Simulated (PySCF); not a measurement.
**Electronic structure of Al⁺ (aluminium, charge +1) at the UHF level**

Configuration: [Ne] 3d2, high-spin 3F determinant (an excited configuration). Calculation: PySCF 2.14, in aug-cc-pVQZ-DK (7s6p4d3f2g, 84 functions); the spin-free X2C one-electron Hamiltonian (Gaussian nucleus).

| Quantity | Value |
| --- | --- |
| Total energy | -241.222089 hartree |
| One-electron energy | -328.7754 hartree |
| Hartree (Coulomb) energy | 105.3065 hartree |
| Exchange energy | -17.7531 hartree |
| ⟨S²⟩ | 2.0000 |
| ⟨L²⟩ | 12.008 |
| Sum of ⟨r⟩ | 12.97 bohr |
| Sum of ⟨r²⟩ | 40.19 bohr² |
| Langevin diamagnetic susceptibility | -31.8 ×10⁻⁶ cm³/mol |

| shell | electrons | mean orbital energy (hartree) | rms radius, mean of both spins (bohr) |
| --- | --- | --- | --- |
| 1s β | 1 | -59.33024 | 0.139 |
| 1s α | 1 | -59.32979 | 0.139 |
| 2s α | 1 | -5.57737 | 0.675 |
| 2s β | 1 | -5.57698 | 0.675 |
| 2p α | 3 | -3.87912 | 0.669 |
| 2p β | 3 | -3.87835 | 0.669 |
| 3d α | 2 | -0.29098 | 4.27 |

The outer electron is Rydberg-like, and this basis confines it to a smaller radius and binds it less than a complete one would.

Densities and radii are taken from the X2C orbitals without a picture-change correction, which distorts them close to the nucleus.

Spin-orbit constants ζ (cm⁻¹) from the X2C one-electron operator on these orbitals: bare nucleus, nucleus screened by l(l+1)(2l+1)/3 electrons, and screened by the Breit-Pauli mean field of the electrons.

```csv
shell,bare,screened nucleus,mean field
2p,2668,2258,2074
3d,3.833,0.8846,0.6587
```

To first order the Landé constant is A = 0.3294 cm⁻¹, so the lowest level has J = 2 and lies 0.000163 eV below the centre of the term. This holds in LS coupling only.
